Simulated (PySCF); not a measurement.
**Te+: excitation energy**

Te+ [Kr] 4d10 5s2 5p3 (4S) → Te+ [Kr] 4d10 5s1 5p3 5d1 (6D), as a difference of total energies. Computed with PySCF 2.14 in aug-cc-pVQZ-DK3 (9s8p6d3f2g, 102 functions), with scalar relativity by spin-free X2C-1e. Correlated levels: valence: [Kr] 4d10 frozen. The calculations carry no spin-orbit coupling.

```csv
method,excitation energy (cm⁻¹)
UHF,126350
LDA,148940
PBE0,142720
MP2 (valence),136010
SCS-MP2 (valence),139230
```

Task: Estimate what PBE gives.

Result: 145180 cm⁻¹, closest to PBE0 among the rows shown.

Task: Estimate what r2SCAN gives.

Result: 141390 cm⁻¹, closest to PBE0 among the rows shown.

A first-order spin-orbit estimate (lowest level to lowest level, LS coupling) adds -0.040 eV.

The promoted electron is Rydberg-like, and one or two diffuse shells describe it only roughly, which tends to raise the upper state.
